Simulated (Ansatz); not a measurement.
OSn (`[O]=[Sn]`), relaxed with RKS PBE-D4/def2-SVP in Ansatz from a rough embedded geometry. The force threshold is 0.03 eV/Å; the program also tests the step.

The species carries charge 0 and has multiplicity 1. Sn takes the def2 core potential.

Start:

```xyz
2

O     0.214   -0.624   -0.615
Sn   -0.214    0.624    0.615
```

```json
{"step": "1", "energy (eV)": "-7874.2950", "largest force (eV/Å)": "2.522", "largest move (Å)": "0.000"}
{"step": "2", "energy (eV)": "-7874.3726", "largest force (eV/Å)": "0.237", "largest move (Å)": "0.029"}
{"step": "3", "energy (eV)": "-7874.3734", "largest force (eV/Å)": "0.011", "largest move (Å)": "0.003"}
```

End:

```xyz
2

O     0.222   -0.647   -0.637
Sn   -0.222    0.647    0.637
```

Hardware: 2 threads of an AMD EPYC 7R13 on a shared host. Wall time 1.2 s, peak host memory 0.2 GiB.
